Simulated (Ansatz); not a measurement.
`N[SiH2]C1=CS1`. Total charge 0; spin multiplicity 1.

```xyz
10

N     0.560   -1.701   -0.746
Si    0.964   -0.209   -0.021
C    -0.468    0.885    0.374
C    -1.660    1.337    0.489
S    -0.606    2.614    1.167
H     0.169   -2.455   -0.207
H     0.290   -1.756   -1.713
H     1.644   -0.464    1.271
H     1.821    0.567   -0.947
H    -2.715    1.183    0.333
```

Problem. Give the diagnostics of a CCSD(T)/def2-TZVPP run (frozen core, Ansatz). (Best estimate.)

Solution. Ansatz gave: T1 = 0.0121, largest single amplitude 0.018, largest double 0.042, (T) share of the correlation energy 4.7 %, 11 CCSD cycles. The RHF solution is unstable towards an unrestricted one. T1 lies under the customary mark of 0.02 for closed shells.
